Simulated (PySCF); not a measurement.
# Electron correlation in Gd⁴⁷⁺ (gadolinium, charge +47)

[Ne] 3s2 3p5, 2P determinant. All numbers are calculated (PySCF 2.14, no relativity, point nucleus, in an even-tempered Gaussian basis (16 s from 10 bohr⁻², ratio 2.5; 10 p from 13 bohr⁻², ratio 2.5; 4 d from 56 bohr⁻², ratio 2.7; 4 f from 83 bohr⁻², ratio 2.7)). Frozen: 1s2; 15 electrons correlated; the 17 highest virtual orbitals of each spin left out.

```
  level  correlation energy (mhartree)
   CCSD                        -603.13
    (T)                          -1.02
CCSD(T)                        -604.15
```

Diagnostics: T1 = 0.00050, D1 = 0.0024, largest double amplitude 0.022.

A non-relativistic calculation at this Z misses sizeable relativistic shifts. Spin-orbit coupling, absent here, splits the open shell strongly.

Cost of the coupled-cluster step: about 16 core-seconds, for 15 correlated electrons.

At this charge a non-relativistic calculation is a model, useful for the Z dependence of the correlation energy.
